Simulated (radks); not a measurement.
Results of a calculation; reference values are marked as such.
Species: V I. Configuration: [Ar] 3d3 4s2 (the NIST ground configuration).

Code: a radial shooting solver on a logarithmic mesh with Libxc functionals. Model: non-relativistic Kohn-Sham, TPSS, spin-polarised, spherical densities, point nucleus; open shells are filled with parallel spins first; meta-GGA in the generalised Kohn-Sham scheme.

Energy parts (Ry):
part                       energy
total                 -1887.80021
kinetic                1886.15466
electron-nucleus      -4474.74774
Hartree                 791.11455
exchange-correlation    -90.32168

Orbitals (lengths in bohr, moments of r in powers of bohr; r(90%) holds 90 % of the orbital's charge):
| orbital | occ. | eigenvalue (Ry) | r(90%) |
|---|---|---|---|
| 1s up | 1 | -392.3196 | 0.119 |
| 1s down | 1 | -392.3205 | 0.119 |
| 2s up | 1 | -43.93683 | 0.482 |
| 2s down | 1 | -43.86651 | 0.481 |
| 2p up | 3 | -36.96527 | 0.452 |
| 2p down | 3 | -36.90930 | 0.451 |
| 3s up | 1 | -5.22333 | 1.43 |
| 3s down | 1 | -5.01132 | 1.43 |
| 3p up | 3 | -3.33237 | 1.57 |
| 3p down | 3 | -3.11693 | 1.57 |
| 3d up | 3 | -0.45454 | 2.47 |
| 3d down | 0 | -0.26010 | 2.85 |
| 4s up | 1 | -0.36447 | 4.99 |
| 4s down | 1 | -0.31040 | 5.32 |

The highest occupied level is 4s down at -4.223 eV. The electron density at the nucleus is 8186 e/bohr^3.
